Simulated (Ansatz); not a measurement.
Total energies of Cs3F3 from Ansatz at PBE-D4/def2-TZVPD, gas phase (1 Eh = 27.2114 eV = 2625.5 kJ/mol). The reference geometry is relaxed at r2SCAN-D4/def2-SVP.

```xyz
6

Cs    2.780   -0.314   -0.232
Cs   -1.429    1.363   -1.993
Cs   -1.350   -1.049    2.226
F     1.207   -1.165    1.679
F     1.145    0.905   -1.873
F    -2.353    0.259    0.193
```

```csv
state,geometry,energy (Eh)
charge 0 singlet,reference,-360.15097
charge -1 doublet,reference,-360.15231
free Cs atom (doublet),–,-20.14719
free F atom (doublet),–,-99.67049
```

In the def2 sets Cs takes a core potential; there is no spin–orbit coupling.

(1) Work out the vertical electron affinity, to the doublet.

(2) What is the binding energy per atom against free atoms?

(1) E(charge 0 singlet) − E(charge -1 doublet) = -360.15097 − (-360.15231) = 0.00134 Eh = 0.04 eV; so near zero that its sign isn't settled.

(2) Atoms: 3 × (-20.14719) + 3 × (-99.67049) = -359.45304 Eh. Binding: -359.45304 − (-360.15097) = 0.69793 Eh = 18.99 eV, or 3.17 eV for each of 6 atoms (no zero-point energy, no counterpoise term).

At PBE-D4/def2-TZVPD the highest occupied level of the charge -1 doublet lies above zero (up to 0.74 eV). Energy differences put its binding near zero (0.04 eV; vertical, to the charge 0 singlet, at PBE-D4/def2-TZVPD), which leaves it undecided. At PBE-D4/def2-TZVPD the gap within one spin of the charge -1 doublet nearly closes, so an electron or hole may be smeared out by delocalisation error. 

The structure comes from a short search, and lower isomers may exist.
